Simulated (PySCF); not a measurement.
Molecule: `C=C[Si](C)(C)C`, C5H12Si.

Geometry:
```json
{"atom": "C1", "x (Å)": "2.490", "y (Å)": "-0.484", "z (Å)": "0.468"}
{"atom": "C2", "x (Å)": "1.418", "y (Å)": "0.240", "z (Å)": "0.809"}
{"atom": "Si3", "x (Å)": "-0.273", "y (Å)": "0.107", "z (Å)": "0.001"}
{"atom": "C4", "x (Å)": "-0.750", "y (Å)": "1.788", "z (Å)": "-0.703"}
{"atom": "C5", "x (Å)": "-1.535", "y (Å)": "-0.398", "z (Å)": "1.306"}
{"atom": "C6", "x (Å)": "-0.221", "y (Å)": "-1.178", "z (Å)": "-1.371"}
{"atom": "H7", "x (Å)": "3.458", "y (Å)": "-0.373", "z (Å)": "0.970"}
{"atom": "H8", "x (Å)": "2.454", "y (Å)": "-1.229", "z (Å)": "-0.336"}
{"atom": "H9", "x (Å)": "1.541", "y (Å)": "0.965", "z (Å)": "1.627"}
{"atom": "H10", "x (Å)": "-1.747", "y (Å)": "1.753", "z (Å)": "-1.171"}
{"atom": "H11", "x (Å)": "-0.026", "y (Å)": "2.117", "z (Å)": "-1.465"}
{"atom": "H12", "x (Å)": "-0.778", "y (Å)": "2.555", "z (Å)": "0.088"}
{"atom": "H13", "x (Å)": "-1.562", "y (Å)": "0.329", "z (Å)": "2.133"}
{"atom": "H14", "x (Å)": "-2.548", "y (Å)": "-0.455", "z (Å)": "0.875"}
{"atom": "H15", "x (Å)": "-1.289", "y (Å)": "-1.383", "z (Å)": "1.731"}
{"atom": "H16", "x (Å)": "0.507", "y (Å)": "-0.905", "z (Å)": "-2.151"}
{"atom": "H17", "x (Å)": "0.051", "y (Å)": "-2.171", "z (Å)": "-0.981"}
{"atom": "H18", "x (Å)": "-1.208", "y (Å)": "-1.266", "z (Å)": "-1.852"}
```

Geometry PBE0-D3(BJ)/def2-SVP throughout; GIAO in PySCF, gas phase, one conformer, non-relativistic; equivalent atoms averaged; functional PBE0.

For orientation, pcSseg-1 gives these absolute shieldings σ: C2 35.2, C1 43.9, C4/C5/C6 186.0, Si3 358.2, H9 24.89, H7 25.08, H8 25.33, H10/H11/H12/H13/H14/H15/H16/H17/H18 31.18 ppm.

A run gave: C2 63.6, C1 69.5, C4/C5/C6 200.9, Si3 444.6, H9 26.07, H7 26.22, H8 26.35, H10/H11/H12/H13/H14/H15/H16/H17/H18 32.53 ppm (absolute shieldings σ).

Task: Which basis set was used in that run?
A. 6-311+G(2d,p)
B. cc-pVDZ
C. 6-31G
D. pcSseg-0
E. aug-cc-pVDZ

Result: C. Si3 tells them apart best: 6-31G gives 444.6, 6-311+G(2d,p) gives 350.9, aug-cc-pVDZ gives 421.4, cc-pVDZ gives 425.1, pcSseg-0 gives 353.6 ppm.
